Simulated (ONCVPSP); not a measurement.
# What one change does to a pseudopotential (boron, ONCV)

B (Z = 5), optimised norm-conserving Vanderbilt (ONCV), made with ONCVPSP 4.0.1 (LDA (Perdew-Wang 92), scalar-relativistic). Core [He], reference 2s2 2p1. Waves: 2s: rc 1.20 bohr, ncon 3, nbas 7, qcut 5.6 1/bohr, 3 projectors, debl 2.5 Ha; 2p: rc 2.80 bohr, ncon 4, nbas 8, qcut 4 1/bohr, 2 projectors, debl 0.6 Ha; d scattering state at 0.35 Ha: rc 2.75 bohr, ncon 4, nbas 7, qcut 3 1/bohr, 2 projectors, debl 0.7 Ha. Local part: polynomial inside 0.80 bohr (lpopt 5, dvloc0 0 Ha). Core correction: none.

All-electron outer shells of the reference configuration (LDA (PZ), scalar-relativistic, ld1.x):

| shell | level (eV) | outermost node (bohr) | outermost maximum (bohr) |
| --- | --- | --- | --- |
| 1s | -178.66 | – | 0.21 |
| 2s | -9.39 | 0.46 | 1.52 |
| 2p | -3.72 | – | 1.55 |

Change: local potential polynomial inside 0.80 bohr (lpopt 5, dvloc0 8 Ha).

Cutoffs: the cutoffs (Ha) at which the residual kinetic energy of the hardest occupied pseudo-wave falls to 1 and 0.1 mHa per electron; they do not see the model core or the augmentation charge, which bear on the density cutoff. Errors are all-electron minus pseudo energies relative to the spin-unpolarised reference configuration.

How do hardness, ghosts and transferability respond?

The potential gets neither clearly harder nor softer (12 Ha and 16 Ha → 12 Ha and 16 Ha); both files keep a bound ghost (s); the lowest positive-energy flag moves from d at 3.7 eV to none; the errors of the 4 common tests hardly move; the range in which the p phases agree widens (upper end 1.6 → 2.9).

```tsv
quantity	base	changed
cutoff, loose	12 Ha	12 Ha
cutoff, tight	16 Ha	16 Ha
bound ghosts	s	s
GHOST(+) flags under 300 eV	d at 3.7 eV	none
error for 2s2 2p0, meV [ΔE 8.32 eV]	+91	+91
error for 2s1 2p0, meV [ΔE 33.62 eV]	+321	+321
error for 2s2 2p0.5, meV [ΔE 2.94 eV]	+14	+14
error for 2s0 2p3, meV [ΔE 11.40 eV]	-39	-39
s: phases at 1.22 bohr within 0.05 rad from the reference energy up to (Ha; the scan ends near 5)	to the end of the scan	to the end of the scan
p: phases at 2.84 bohr within 0.05 rad from the reference energy up to (Ha; the scan ends near 5)	1.6	2.9
d: phases at 2.79 bohr within 0.05 rad from the reference energy up to (Ha; the scan ends near 5)	2.0	1.9
```

 A true bound ghost makes a file unfit for plane-wave use even where its test errors are small: the radial tests pick states by their node count and pass the ghost by.
